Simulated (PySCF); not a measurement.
Si(F)2(I)(OH) (F2HIOSi), SMILES O[Si](F)(F)I. Atoms are numbered in the order given.

```xyz
6

O      1.5424     1.7252     0.0000
Si    -0.0003     1.1914     0.0000
F     -0.8044     1.7472     1.2797
F     -0.8044     1.7472    -1.2797
I      0.0084    -1.2190     0.0000
H      1.7014     2.6785     0.0000
```

Geometry optimised at B3LYP-D3(BJ)/def2-SVP. The def2 effective core potentials stand for the cores of I; spin–orbit coupling is left out. Other conformers were not sampled.

Computed with PySCF with PBE/def2-TZVP.

ESP charges are fitted to the potential on shells at 1.4 to 2.0 van der Waals radii. Atomic charges (e):

```json
[
 {"atom": "O1", "Mulliken": "-0.44", "ESP fit": "-0.56", "Löwdin": "___"},
 {"atom": "Si2", "Mulliken": "0.70", "ESP fit": "0.41", "Löwdin": "___"},
 {"atom": "F3", "Mulliken": "-0.25", "ESP fit": "-0.17", "Löwdin": "___"},
 {"atom": "F4", "Mulliken": "-0.25", "ESP fit": "-0.17", "Löwdin": "___"},
 {"atom": "I5", "Mulliken": "-0.09", "ESP fit": "0.02", "Löwdin": "0.25"},
 {"atom": "H6", "Mulliken": "0.33", "ESP fit": "0.48", "Löwdin": "0.19"}
]
```

### Question
Complete the blanks. (The exact figures need the calculation; the answer reports its results.)

### Answer

- O1, Löwdin: -0.06
- Si2, Löwdin: -0.46
- F3, Löwdin: 0.04
- F4, Löwdin: 0.04

Computed Mayer and Wiberg (Löwdin basis) orders of the bonds:
```csv
bond,Mayer,Wiberg
O1–Si2,1.32,1.76
Si2–F3,1.17,1.74
Si2–F4,1.17,1.74
Si2–I5,1.20,1.71
O1–H6,0.86,1.00
```
